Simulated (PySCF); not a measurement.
C₃H₁₀ClNSi, SMILES CN(C)[Si@@H](C)Cl. Coordinates come from a B3LYP-D3(BJ)/def2-SVP optimisation. The structure was generated by enumeration; whether it is a known compound was not checked. One conformer was computed; it need not be the lowest.

Computed equilibrium geometry at B3LYP-D3(BJ)/def2-SVP (PySCF confirms it by a frequency run) as a Z-matrix (one conformer of several):
```
N
C 1 1.4511
H 2 1.0997 1 110.96
H 2 1.1057 3 107.45 1 -120.96
H 2 1.1089 3 107.72 4 -115.44
C 1 1.4520 2 113.52 3 -177.28
H 6 1.1006 1 110.58 2 177.42
H 6 1.1057 7 107.67 1 120.95
H 6 1.1088 7 107.75 8 115.69
Si 1 1.7260 2 121.87 3 26.50
H 10 1.4841 1 107.26 2 -165.82
C 10 1.8683 11 113.22 7 -146.23
H 12 1.1009 10 111.42 11 -171.77
H 12 1.1012 13 107.48 3 -171.52
H 12 1.1016 13 108.80 14 -117.45
Cl 10 2.1106 11 105.77 7 97.43
```
Charge 0, spin multiplicity 1.
